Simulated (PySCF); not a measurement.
# Technetium: a sound run and one with changed settings

Sound run: Tc+ [Kr] 4d5 5s1, Tc(2+) [Kr] 4d5. All numbers are calculated (PySCF 2.14, scalar relativity by spin-free X2C-1e, in x2c-SVPall). In the sound run the correlated levels freeze [Kr]. The sound run starts from symmetry-adapted Hartree-Fock orbitals and uses a fine grid where one is needed.

A second run was set up differently.

```csv
species,method,sound run (hartree),changed run (hartree),converged
Tc+,UHF,-4282.44337,-4282.44337,yes
Tc+,MN15,-4287.32352,-4287.32352,yes
Tc+,M06-L,-4284.48358,-4284.48358,yes
Tc+,MP2,-4282.50275,-4282.49019,yes
Tc(2+),UHF,-4281.92093,-4281.92093,yes
Tc(2+),MN15,-4286.77685,-4286.77685,yes
Tc(2+),M06-L,-4283.94447,-4283.94447,yes
Tc(2+),MP2,-4281.96730,-4281.95848,yes
```

Ionisation energy of Tc+:

```json
{"method": "UHF", "sound run (eV)": "14.216", "changed run (eV)": "14.216"}
{"method": "MN15", "sound run (eV)": "14.876", "changed run (eV)": "14.876"}
{"method": "M06-L", "sound run (eV)": "14.670", "changed run (eV)": "14.670"}
{"method": "MP2", "sound run (eV)": "14.570", "changed run (eV)": "14.469"}
{"method": "SCS-MP2", "sound run (eV)": "14.334", "changed run (eV)": "14.300"}
```

Question: What was changed?
A. level shift left on
B. angular grid far too coarse
C. too few SCF iterations
D. a valence shell is frozen

Answer: A. It used initial guess atom, at most 50 SCF cycles, level shift 0.5 hartree. A level shift leaves the converged SCF energy unchanged but raises the virtual orbital energies, which shrinks MP2 if it is not removed.
